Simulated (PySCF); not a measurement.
Isomers of C9H6ClN, mass 163.019 u with the commonest isotopes. The calculation used PySCF 2.14.0, PBE0-D3(BJ)/def2-SVP geometry optimisation, gas phase. One conformer each, none proved a minimum here; rigid rotors.

Question: Order these by radius of gyration √(Σ m r²/M), largest first.
A. `C=C1C=CC(C#N)=CC(Cl)=C1`
B. `[N:1]#[C:2][c:3]1[cH:4][cH:5][c:6](/[CH:7]=[CH:8]/[Cl:9])[cH:10][cH:11]1` with C5–C6–C7–C8 179°
C. 2-chloroquinoline, `c12nc(Cl)ccc1cccc2`

Answer: B (3.150 Å), A (2.579 Å), C (2.498 Å).

Question: Order these by rotational constant A, largest first.
A. `[N:1]#[C:2][c:3]1[cH:4][cH:5][c:6](/[CH:7]=[CH:8]/[Cl:9])[cH:10][cH:11]1` with C5–C6–C7–C8 179°
B. 2-chloroquinoline (`n1c2ccccc2ccc1Cl`)
C. `C=C1C=CC(C#N)=CC(Cl)=C1`

Answer: A (4945 MHz), B (2729 MHz), C (1098 MHz).

Question: Order these by rotational constant C, smallest first.
A. `C=C1C=CC(C#N)=CC(Cl)=C1`
B. 2-chloroquinoline (`c12ccccc1nc(Cl)cc2`)
C. `[N:1]#[C:2][c:3]1[cH:4][cH:5][c:6](/[CH:7]=[CH:8]/[Cl:9])[cH:10][cH:11]1` with C5–C6–C7–C8 179°

Answer: C (312.4 MHz), A (466.2 MHz), B (496.8 MHz).

```
                 SMILES  point group  Ia (u·Å²)  Ib (u·Å²)  Ic (u·Å²)      κ  μa (D)  μb (D)  μc (D)
C=C1C=CC(C#N)=CC(Cl)=C1      near Cs     460.18     624.57    1084.07   0.09    3.28    2.24    0.08
       Clc1ccc2ccccc2n1           Cs     185.19     832.10    1017.29  -0.90    2.38    2.20    0.00
   N#Cc1ccc(/C=C/Cl)cc1           Cs     102.20    1515.44    1617.62  -0.99    3.53    0.24    0.01
```
